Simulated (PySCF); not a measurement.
C2H7Sb, SMILES [CH3][SbH][CH3].

Coordinates come from a PBE0-D3(BJ)/def2-SVP optimisation. The def2 effective core potentials stand for the cores of Sb; spin–orbit coupling is left out.

Method: HF/def2-TZVPD (PySCF).

Gas-phase values at a fixed geometry.

```json
{
 "total_energy": "-319.08459 hartree",
 "point_group": "Cs",
 "highest_occupied_level": "-8.93 eV",
 "lowest_empty_level": "1.87 eV",
 "orbital_gap": "10.80 eV",
 "dipole_moment": "0.155 e·Å",
 "quadrupole, principal values (traceless, Buckingham form, about the centre of nuclear charge)": "-2.53, 0.61, 1.92 D·Å",
 "mean_static_polarisability": "71.5 bohr³ (10.60 Å³)",
 "polarisability_principal_values": "62.9, 72.2, 79.5 bohr³"
}
```
